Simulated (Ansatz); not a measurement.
```yaml
crystal:
  periodic: [false, false, false]
  atoms:
    - {symbol: C, position_ang: [1.646985, -1.885049, -0.957562]}
    - {symbol: C, position_ang: [0.867465, -0.799108, -0.308502]}
    - {symbol: C, position_ang: [-0.210737, -0.182905, -0.930865]}
    - {symbol: C, position_ang: [-0.996689, 0.685520, -0.183986]}
    - {symbol: C, position_ang: [-2.276950, 1.240050, -0.695551]}
    - {symbol: O, position_ang: [-0.681418, 1.030373, 1.005297]}
    - {symbol: B, position_ang: [0.726865, 0.784922, 1.566652]}
    - {symbol: O, position_ang: [0.705161, 0.641519, 2.948986]}
    - {symbol: F, position_ang: [1.515849, 1.812611, 1.133867]}
    - {symbol: O, position_ang: [1.230333, -0.491739, 0.877537]}
    - {symbol: H, position_ang: [1.664465, -2.759294, -0.303054]}
    - {symbol: H, position_ang: [2.681939, -1.553473, -1.075522]}
    - {symbol: H, position_ang: [1.239025, -2.158131, -1.928770]}
    - {symbol: H, position_ang: [-0.501974, -0.464748, -1.930797]}
    - {symbol: H, position_ang: [-2.533592, 0.841867, -1.675243]}
    - {symbol: H, position_ang: [-3.076490, 1.021182, 0.015540]}
    - {symbol: H, position_ang: [-2.190459, 2.328199, -0.754279]}
    - {symbol: H, position_ang: [0.152720, -0.080296, 3.247848]}
basis:
  gaussian: {orbitals: "6-31++G**"}
hamiltonian: {xc: {name: HF}}
correlation: {method: mp2, frozen_orbitals: {C: 0}}
output: {forces: true}
```

```sh
$ ansatz run in.yaml --threads 4 --pin off --events-out ev --progress --plain --max-ram 63488MiB --backend cpu
```

It prints (some lines left out):

```
Functional definition: HF
Error: "frozen_orbitals" has no count for O
```

What is wrong with this run?

Frozen orbitals are typed for one element alone, and the program wants a count for each. The program refused the input.
